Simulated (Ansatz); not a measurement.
Consider the redistribution: `[OH][Al]([F])[O][SiH3]` + `[Cl][Cd][Br]` → `[OH][Al]([F])[Cl]` + `[SiH3][O][Cd][Br]`.

Gas-phase electronic energies from Ansatz, PBE0-D4/def2-TZVP geometries. CCSD(T)/CBS adds triple-zeta CCSD(T) − MP2 to the extrapolated MP2 energy (def2 sets, frozen cores). This one scheme is used for every species. DFT in def2-TZVPP. def2 core potentials past Kr. For Br, Cd outer-core shells are correlated without core-valence functions, which leaves a few kJ/mol of doubt a bond. Scalar relativity is left out up to krypton. Each species was taken in one conformer, which may not be the lowest.

| level | ΔE (eV) |
| --- | --- |
| BLYP-D4 | 0.90 |
| r2SCANh | 0.95 |
| BHLYP | 1.08 |
| CCSD(T)/def2-SVP | 0.91 |

(1) What does CCSD(T)/CBS give? (An estimate is asked.)

Largest T1 diagnostic among the species: 0.013.

Answers

(1) The calculation gave: +0.96 eV. The listed levels differ from it by -0.06, -0.01, 0.12, -0.05 eV.

From BLYP to BHLYP (50 % exact exchange), in def2-TZVPP and without D4, ΔE moves by +0.16 eV. In def2-TZVPP, CCSD(T) changes the Hartree–Fock value by −0.27 eV (the triples alone add −0.05 eV) and MP2 by −0.28 eV. At CCSD(T), def2-SVP lies −0.05 eV from the extrapolated value and def2-TZVPP −0.05 eV.
